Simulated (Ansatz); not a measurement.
WN(NH2)3 (WN4H6). The state is a singlet with charge 0. Geometry PBE0-D4/def2-SVP, basis def2-TZVP, Ansatz.

```tsv
run	HOMO (eV)	LUMO (eV)
A	-9.37	1.57
B	-5.99	-0.86
C	-5.62	-0.92
D	-6.79	-0.41
E	-9.27	1.13
F	-9.77	1.79
```

In the def2 sets W takes a core potential; there is no spin–orbit coupling. LC-ωPBE has ω = 0.4 bohr⁻¹. B3LYP takes the VWN-RPA correlation.

Problem. The runs used B3LYP, LC-ωPBE, r2SCAN, revPBE, ωB97M-V, ωB97X-V. Estimate which is which.

Solution. A ωB97X-V (range-separated); B r2SCAN (0 % exact exchange); C revPBE (0 % exact exchange); D B3LYP (20 % exact exchange); E ωB97M-V (range-separated); F LC-ωPBE (range-separated). Exact exchange lowers occupied and raises empty levels; among semilocal functionals meta-GGAs tend to open the gap a little, and such runs are hard to tell apart. The gap grows from 4.71 eV (revPBE) to 11.56 eV (LC-ωPBE).
